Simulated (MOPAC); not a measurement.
Job for MOPAC: PM3 on BrH5Si (a complex).

```
PM3 1SCF PRECISE CHARGE=0 THREADS=1
BrH5Si

Si     0.21561361 1    -0.23727616 1     0.01070586 1
H      0.80358519 1    -1.54370942 1     0.37642308 1
H     -0.99321581 1    -0.00538389 1     0.84144561 1
H     -0.18081622 1    -0.23855966 1    -1.41453560 1
H      1.18768323 1     0.84669029 1     0.26766979 1
Br    -0.05220477 1    -0.03828097 1     4.18425666 1
H     -0.71373053 1     0.02107189 1     2.92086446 1
```

The log:

```
*******************************************************************************
 **                                                                           **
 **                              MOPAC v23.2.5                                **
 **                                                                           **
 *******************************************************************************
 ** MOPAC's Digital Object Identifier: https://doi.org/10.5281/zenodo.6511958 **
 **                                                                           **
 ** Please cite the open-source release paper for use of this MOPAC version:  **
 ** J. E. Moussa and J. J. P. Stewart (2026)                                  **
 ** MOPAC: An open-source semiempirical molecular orbital program             **
 ** J. Open Source Softw., 11(119), 8025, https://doi.org/10.21105/joss.08025 **
 *******************************************************************************

                              PM3 CALCULATION RESULTS

 *******************************************************************************
 *  PM3        - The PM3 Hamiltonian to be used
 *
 *
 *
 *                 CHARGE ON SYSTEM = 0
 *
 *
 *
 *  PRECISE    - TIGHTER CRITERIA TO BE USED
 *  1SCF       - DO 1 SCF AND THEN STOP
 *  THREADS=1  - MULTI-THREADING NOT USED
 *  T=         - A TIME OF 172800.0 SECONDS REQUESTED
 *  DUMP=N     - RESTART FILE WRITTEN EVERY 7200.0 SECONDS REQUESTED
 *******************************************************************************
PM3 1SCF PRECISE CHARGE=0 THREADS=1
 BrH5Si

   ATOM   CHEMICAL          X               Y               Z
  NUMBER   SYMBOL      (ANGSTROMS)     (ANGSTROMS)     (ANGSTROMS)

     1      Si          0.21561361  *  -0.23727616  *   0.01070586  *
     2       H          0.80358519  *  -1.54370942  *   0.37642308  *
     3       H         -0.99321581  *  -0.00538389  *   0.84144561  *
     4       H         -0.18081622  *  -0.23855966  *  -1.41453560  *
     5       H          1.18768323  *   0.84669029  *   0.26766979  *
     6      Br         -0.05220477  *  -0.03828097  *   4.18425666  *
     7       H         -0.71373053  *   0.02107189  *   2.92086446  *



          CARTESIAN COORDINATES

    NO.       ATOM           X           Y           Z

     1        Si          0.2156     -0.2373      0.0107
     2         H          0.8036     -1.5437      0.3764
     3         H         -0.9932     -0.0054      0.8414
     4         H         -0.1808     -0.2386     -1.4145
     5         H          1.1877      0.8467      0.2677
     6        Br         -0.0522     -0.0383      4.1843
     7         H         -0.7137      0.0211      2.9209

  H: (PM3): J. J. P. STEWART, J. COMP. CHEM. 10, 209 (1989).
 Si: (PM3): J. J. P. STEWART, J. COMP. CHEM. 10, 209 (1989).
 Br: (PM3): J. J. P. STEWART, J. COMP. CHEM. 10, 209 (1989).

           Empirical Formula: H5 Si Br  =     7 atoms



      MOLECULAR POINT GROUP   :   Cs


      RHF CALCULATION, NO. OF DOUBLY OCCUPIED LEVELS = 8


 -------------------------------------------------------------------------------
 PM3 1SCF PRECISE CHARGE=0 THREADS=1
 BrH5Si



     1SCF WAS SPECIFIED, SO BFGS WAS NOT USED
     SCF FIELD WAS ACHIEVED


                              PM3 CALCULATION
                                                       MOPAC v23.2.5 Linux




          FINAL HEAT OF FORMATION =         15.04031 KCAL/MOL =      62.92866 KJ/MOL


          COSMO AREA              =        126.72 SQUARE ANGSTROMS
          COSMO VOLUME            =        111.56 CUBIC ANGSTROMS

          IONIZATION POTENTIAL    =         11.874438 EV
          HOMO LUMO ENERGIES (EV) =        -11.874  0.034
          NO. OF FILLED LEVELS    =          8
          MOLECULAR WEIGHT        =        113.0290         POINT GROUP:  Cs

          MOLECULAR DIMENSIONS (Angstroms)

            Atom       Atom       Distance
           Br     6    H     4     5.60385
            H     2    H     5     2.42346
            H     3    H     2     2.02664


          SCF CALCULATIONS        =          1





   ATOM   CHEMICAL          X               Y               Z
  NUMBER   SYMBOL      (ANGSTROMS)     (ANGSTROMS)     (ANGSTROMS)

     1      Si          0.21561361  *  -0.23727616  *   0.01070586  *
     2       H          0.80358519  *  -1.54370942  *   0.37642308  *
     3       H         -0.99321581  *  -0.00538389  *   0.84144561  *
     4       H         -0.18081622  *  -0.23855966  *  -1.41453560  *
     5       H          1.18768323  *   0.84669029  *   0.26766979  *
     6      Br         -0.05220477  *  -0.03828097  *   4.18425666  *
     7       H         -0.71373053  *   0.02107189  *   2.92086446  *

                             CARTESIAN COORDINATES

   1   Si        0.215613610    -0.237276160     0.010705860
   2    H        0.803585190    -1.543709420     0.376423080
   3    H       -0.993215810    -0.005383890     0.841445610
   4    H       -0.180816220    -0.238559660    -1.414535600
   5    H        1.187683230     0.846690290     0.267669790
   6   Br       -0.052204770    -0.038280970     4.184256660
   7    H       -0.713730530     0.021071890     2.920864460


           Empirical Formula: H5 Si Br  =     7 atoms



      MOLECULAR POINT GROUP   :   Cs


                  EIGENVALUES
 -21.19479 -17.25155 -15.32131 -12.19407 -12.14489 -12.03905 -12.02726 -11.87444
   0.03374   0.51582   1.80015   2.00683   2.02320


              NET ATOMIC CHARGES AND DIPOLE CONTRIBUTIONS

  ATOM NO.   TYPE          CHARGE      No. of ELECS.   s-Pop       p-Pop
    1         Si           0.488673        3.5113     0.91180     2.59952
    2          H          -0.112573        1.1126     1.11257
    3          H          -0.132198        1.1322     1.13220
    4          H          -0.113355        1.1134     1.11335
    5          H          -0.112581        1.1126     1.11258
    6         Br          -0.167248        7.1672     1.88093     5.28632
    7          H           0.149282        0.8507     0.85072
 DIPOLE           X         Y         Z       TOTAL
 POINT-CHG.    -0.311    -0.001    -1.354     1.390
 HYBRID        -0.279     0.033    -0.318     0.424
 SUM           -0.590     0.032    -1.672     1.773


          ATOMIC ORBITAL ELECTRON POPULATIONS

     Atom    s        px        py        pz
    1 Si   0.91180   0.85543   0.87479   0.86931
    2  H   1.11257
    3  H   1.13220
    4  H   1.11335
    5  H   1.11258
    6 Br   1.88093   1.84511   1.99874   1.44246
    7  H   0.85072

 **********************
 *                    *
 * JOB ENDED NORMALLY *
 *                    *
 **********************




 == MOPAC DONE ==
```

The run finished.

Cost: roughly 0.03 core-seconds.
